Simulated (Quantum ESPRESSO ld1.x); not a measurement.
Values are calculated unless marked as measured or tabulated.
Task: Valence configurations of Ce IV (all share [Xe]). Level of theory: non-relativistic Kohn-Sham, LDA (Slater exchange, Perdew-Zunger correlation), spin-unpolarised, spherical densities, point nucleus; relativity is left out, which matters for an element this heavy (ld1.x of Quantum ESPRESSO 7.5). Order these by energy: 4f0.5 6s0.5; 6s1; 5d1; 5d0.5 6p0.5; 6p1; 4f1.

Result: From the lowest, in eV above it: 4f1 0.000; 4f0.5 6s0.5 7.120; 5d1 10.587; 5d0.5 6p0.5 15.401; 6s1 16.243; 6p1 20.462. NIST lists [Xe] 4f1 as the ground configuration; this level of theory agrees among the configurations tried. The energies are those of spherical spin-averaged densities, not of single terms. Relativity is left out, which favours d and f over s occupation in heavy atoms.
